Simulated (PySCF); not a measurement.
**Spin-rotation constants: SMILES C(C(C#C)C#C)(C)(C)C, C$_{9}$H$_{12}$**

Molfile (atoms numbered from 1):
```
C9H12
     RDKit          3D

 21 20  0  0  0  0  0  0  0  0999 V2000
    2.1556    2.1872    0.0532 C   0  0  0  0  0  0  0  0  0  0  0  0
    1.6149    1.1386   -0.1459 C   0  0  0  0  0  0  0  0  0  0  0  0
    0.9701   -0.1477   -0.3655 C   0  0  0  0  0  0  0  0  0  0  0  0
    1.5406   -1.1074    0.5685 C   0  0  0  0  0  0  0  0  0  0  0  0
    2.0221   -1.8776    1.3473 C   0  0  0  0  0  0  0  0  0  0  0  0
   -0.5745   -0.0510   -0.2224 C   0  0  0  0  0  0  0  0  0  0  0  0
   -0.9309    0.4105    1.1909 C   0  0  0  0  0  0  0  0  0  0  0  0
   -1.1051    0.9533   -1.2468 C   0  0  0  0  0  0  0  0  0  0  0  0
   -1.1836   -1.4284   -0.4886 C   0  0  0  0  0  0  0  0  0  0  0  0
    2.6260    3.1103    0.2173 H   0  0  0  0  0  0  0  0  0  0  0  0
    1.2056   -0.4800   -1.3866 H   0  0  0  0  0  0  0  0  0  0  0  0
    2.4401   -2.5618    2.0237 H   0  0  0  0  0  0  0  0  0  0  0  0
   -0.5501   -0.2948    1.9268 H   0  0  0  0  0  0  0  0  0  0  0  0
   -0.4935    1.3861    1.3926 H   0  0  0  0  0  0  0  0  0  0  0  0
   -2.0107    0.4826    1.3038 H   0  0  0  0  0  0  0  0  0  0  0  0
   -0.6756    1.9379   -1.0750 H   0  0  0  0  0  0  0  0  0  0  0  0
   -0.8574    0.6430   -2.2606 H   0  0  0  0  0  0  0  0  0  0  0  0
   -2.1876    1.0305   -1.1693 H   0  0  0  0  0  0  0  0  0  0  0  0
   -0.8093   -2.1569    0.2275 H   0  0  0  0  0  0  0  0  0  0  0  0
   -0.9388   -1.7753   -1.4912 H   0  0  0  0  0  0  0  0  0  0  0  0
   -2.2669   -1.3822   -0.4000 H   0  0  0  0  0  0  0  0  0  0  0  0
  1  2  3  0
  2  3  1  0
  3  4  1  0
  4  5  3  0
  3  6  1  0
  6  7  1  0
  6  8  1  0
  6  9  1  0
  1 10  1  0
  3 11  1  0
  5 12  1  0
  7 13  1  0
  7 14  1  0
  7 15  1  0
  8 16  1  0
  8 17  1  0
  8 18  1  0
  9 19  1  0
  9 20  1  0
  9 21  1  0
M  END
```

Theory: GIAO HF/pcSseg-1 magnetisability, rotational g tensor and spin-rotation constants, non-relativistic, gas phase (PySCF 2.14.0). Geometry: GFN2-xTB.

Problem. Give the nuclear spin-rotation constants along the inertial axes (H = +C I·J) beside the isotropic shieldings.

Solution. Rotational constants 1.8453, 1.6349, 1.0843 GHz. A star marks the isotopologue with that one atom substituted, in its own axes.
```csv
atom,isotope,Caa (kHz),Cbb (kHz),Ccc (kHz),mean (kHz),σ (ppm)
H10,1H,-0.140,-0.052,-0.115,-0.102,30.0
H11,1H,-0.192,-0.193,0.036,-0.116,29.5
H12,1H,-0.139,-0.053,-0.114,-0.102,30.0
H13,1H,-0.153,-0.038,-0.095,-0.095,30.6
H14,1H,-0.153,-0.038,-0.095,-0.095,30.6
H15,1H,-0.007,-0.198,-0.095,-0.100,31.5
H16,1H,-0.149,-0.018,-0.109,-0.092,30.5
H17,1H,-0.211,-0.189,0.020,-0.126,31.4
H18,1H,0.008,-0.186,-0.107,-0.095,31.3
H19,1H,-0.148,-0.018,-0.109,-0.092,30.5
H20,1H,-0.211,-0.189,0.020,-0.126,31.4
H21,1H,0.008,-0.186,-0.107,-0.095,31.3
C1,13C*,0.406,0.276,0.314,0.332,112.0
C2,13C*,0.436,0.208,0.368,0.337,107.8
C3,13C*,0.240,0.262,0.158,0.220,165.5
C6,13C*,0.261,0.252,0.163,0.225,163.9
C7,13C*,0.274,0.247,0.131,0.217,169.7
```
For the geometry as given, no vibrational averaging.
